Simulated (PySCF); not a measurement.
## Strontium: a sound run and one with changed settings

Sound run: Sr⁺ [Kr] 5s1, Sr²⁺ [Kr]. Calculation: PySCF 2.14, in aug-cc-pVDZ-X2C; scalar relativity by spin-free X2C-1e. The sound run starts from symmetry-adapted Hartree-Fock orbitals and uses a fine grid where one is needed.

A second run was set up differently.

```csv
species,method,sound run (hartree),changed run (hartree),converged
Sr⁺,UHF,-3177.17025,-3177.17025,yes
Sr⁺,PBE0,-3178.74641,-3168.35629,yes
Sr⁺,TPSS,-3178.92666,-3164.62829,yes
Sr²⁺,UHF,-3176.78659,-3176.78659,yes
Sr²⁺,PBE0,-3178.34147,-3168.00465,yes
Sr²⁺,TPSS,-3178.52769,-3164.28623,yes
```

Ionisation energy of Sr⁺:

```tsv
method	sound run (eV)	changed run (eV)
UHF	10.440	10.440
PBE0	11.019	9.569
TPSS	10.857	9.308
```

**Question.** What was changed?
A. radial grid too coarse
B. a valence shell is frozen
C. all electrons correlated in a valence basis
D. level shift left on

**Answer.** A. It used radial step 1.2 in ln r (0.13 in the sound run). A coarse radial grid mis-integrates the density and the exchange-correlation energy, with errors of either sign; Hartree-Fock needs no grid.
